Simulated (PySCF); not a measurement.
formyl cation (CHO), SMILES [O+]#C, charge +1. Coordinates come from a r2SCAN-D4/def2-TZVPD optimisation.

PySCF 2.14.0 with TDDFT-B3LYP/def2-TZVPD puts the lowest singlet excitations at 9.48, 9.83, 9.83, 11.50, 11.50, 14.01 eV.

### Question
What are the lowest excitation roots from ADC(2)/aug-cc-pVDZ (PySCF)? (The exact figures need the calculation; the answer reports its results.)

### Answer
10.10, 10.50, 10.50, 11.50, 11.50, 14.41 eV. S1 differs by 0.62 eV (second minus first; roots are paired by order, and the bases may differ).
